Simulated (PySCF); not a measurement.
**Correlation energy of Ar⁺ (argon, charge +1)**

Starting occupation: [Ne] 3s2 3p5, 3p1/2 with m_j = -1/2, +1/2, 3p3/2 with m_j = -1/2, +1/2, +3/2. All numbers are calculated (PySCF 2.14, X2C-1e with screened-nucleus spin-orbit coupling, Gaussian nucleus, in x2c-QZVPPall-2c (9s7p4d2f1g, 73 functions)). Frozen: [Ne]; 7 electrons correlated; the 4 highest virtual spinors left out.

MP2 pair energies summed by pair of shells (mhartree):

| pair | energy | share (%) |
| --- | --- | --- |
| 3p-3p | -117.42 | 61.2 |
| 3p-3s | -64.04 | 33.4 |
| 3s-3s | -10.47 | 5.5 |

Total MP2 correlation energy: -191.93 mhartree.

The GHF reference relaxed away from the jj start to a determinant that is no pure jj level (⟨S²⟩ = 0.75, ⟨J²⟩ = 3.76); the energies belong to that determinant.
